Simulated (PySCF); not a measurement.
All of these have the formula C4H8ClFSi2. Theory: PySCF, TDDFT CAM-B3LYP/def2-SVPD, vertical, gas phase, core orbitals frozen in the response. Geometries: GFN2-xTB; one conformer of each isolated species. Triplets are in the Tamm–Dancoff approximation.

A. `FCC[SiH2]C#C[SiH2]Cl`
B. `C=C[Si@@]1(Cl)C[SiH2][C@@H]1F`
C. `F[C@@H](Cl)[C@@H]1C=C[SiH2][SiH2]1`
D. `C=C[Si@@H](Cl)/C(F)=C\[SiH3]`

Lowest singlet levels (six at most, fewer where fewer were computed) with oscillator strengths:

1. 201 nm (f 0.328); 192 nm (f 0.002); 180 nm (f 0.016); 180 nm (f 0.008); 176 nm (f 0.003); 173 nm (f 0.008); T1 3.85 eV
2. 224 nm (f 0.000); 212 nm (f 0.007); 210 nm (f 0.000); 168 nm (f 0.004); 165 nm (f 0.352); 162 nm (f 0.536); T1 4.67 eV
3. 214 nm (f 0.024); 205 nm (f 0.030); 188 nm (f 0.096); 186 nm (f 0.338); 181 nm (f 0.005); 173 nm (f 0.004); T1 4.28 eV
4. 193 nm (f 0.010); 186 nm (f 0.096); 174 nm (f 0.009); 174 nm (f 0.030); 172 nm (f 0.023); 170 nm (f 0.050); T1 4.29 eV

**Question.** Which spectrum belongs to which structure?

**Answer.** 1 = D, 2 = A, 3 = B, 4 = C.
- A: S1 at 5.55 eV, HOMO-1→LUMO (73%), HOMO→LUMO+1 (9%); Löwdin shares by element: HOMO carbon 74% or more, silicon 8% or more (atoms not listed hold the other 19%); LUMO carbon 43% or more, silicon 20% or more, chlorine 13% (atoms not listed hold the other 25%); HOMO -9.65 and LUMO -0.01 eV.
- B: S1 at 5.80 eV, HOMO→LUMO+1 (62%), HOMO→LUMO (23%); Löwdin shares by element: HOMO carbon 30% or more, silicon 22%, fluorine 18% (atoms not listed hold the other 30%); LUMO carbon 48% or more, silicon 18% (atoms not listed hold the other 34%); HOMO -8.86 and LUMO 0.13 eV.
- C: S1 at 6.41 eV, HOMO-1→LUMO (74%), HOMO-1→LUMO+1 (9%); Löwdin shares by element: HOMO carbon 72% or more, silicon 7% or more (atoms not listed hold the other 21%); LUMO carbon 40% or more, silicon 21% (atoms not listed hold the other 38%); HOMO -9.16 and LUMO 0.46 eV.
- D: S1 at 6.15 eV, HOMO→LUMO (94%); Löwdin shares by element: HOMO carbon 64% or more, fluorine 14%, silicon 7% or more (atoms not listed hold the other 15%); LUMO carbon 49% or more, silicon 23% (atoms not listed hold the other 28%); HOMO -9.19 and LUMO -0.16 eV.
